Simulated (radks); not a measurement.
Values are calculated unless marked as measured or tabulated.
Task: Spherical quantum dot in the effective-mass picture: electrons in a hard-walled sphere of radius 10.9, all in effective atomic units (hartree* = m*/eps^2 hartree, bohr* = eps/m* bohr), one dielectric constant everywhere. Level of theory: non-relativistic Kohn-Sham, LDA (Slater exchange, Perdew-Wang correlation), spin-polarised, spherical densities (a radial shooting solver with Libxc functionals). Levels are named by radial order and angular momentum (1s, 1p, 1d, 2s, ...), and open shells are averaged over m. Results are scaled to m* = 0.1 and eps = 6, for which hartree* = 75.59 meV and bohr* = 3.175 nm. At N = 26 the configuration is 1s2 1p6 1d10 1f(up 7, down 1). Does electron 27 go into 1f down or 1g down or 1g up?

Result: Into 1f down. The total energies of the other choices lie higher by 2.84 meV (1g up), 4.19 meV (1g down).
